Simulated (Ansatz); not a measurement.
Computed with Ansatz on PBE0-D4/def2-TZVP structures; ΔE is electronic, products minus reactants. CBS: MP2 limit from def2 TZ/QZ plus the TZ coupled-cluster correction, frozen cores. This one scheme is used for every species. def2 core potentials past Kr. For I, Zr outer-core shells are correlated without core-valence functions, which leaves a few kJ/mol of doubt a bond. One conformer a species, not always the lowest.

Reaction (formal exchange of groups at a Zr–O bond): `[OH][Zr]([OH])([I])[I]` + CH₄ → `[CH3][Zr]([OH])([I])[I]` + H₂O

```tsv
level	ΔE (kcal/mol)
SCS-MP2/def2-TZVPP	44.0
MP2/def2-QZVPP	42.9
```

(1) What does CCSD(T)/CBS give? (An estimate is asked.)

Largest T1 diagnostic among the species: 0.015.

Answers

(1) The calculation gave: +42.0 kcal/mol. The listed levels differ from it by 2.0, 0.9 kcal/mol.

Leaving LDA and LC-ωPBE aside and taking each functional with its dispersion term where it has one, the values, not all of them listed here, spread over 3.8 kcal/mol, from HSE06-D4 to CAM-B3LYP-D4. In def2-TZVPP, CCSD(T) changes the Hartree–Fock value by −3.9 kcal/mol (the triples alone add −0.1 kcal/mol) and MP2 by −3.4 kcal/mol. The D4 term adds −0.7 kcal/mol with B3LYP and −0.5 kcal/mol with PBE0; it sums over pairs of atoms, weighted by their polarisabilities, and B3LYP, whose exchange is more repulsive, gets the larger term.

CCSD(T)/CBS has its own doubt, a few kJ/mol and more with outer-core shells, so smaller differences from it don't rank the levels.

B3LYP here is the variant with VWN-RPA as its local correlation; programs differ in this.
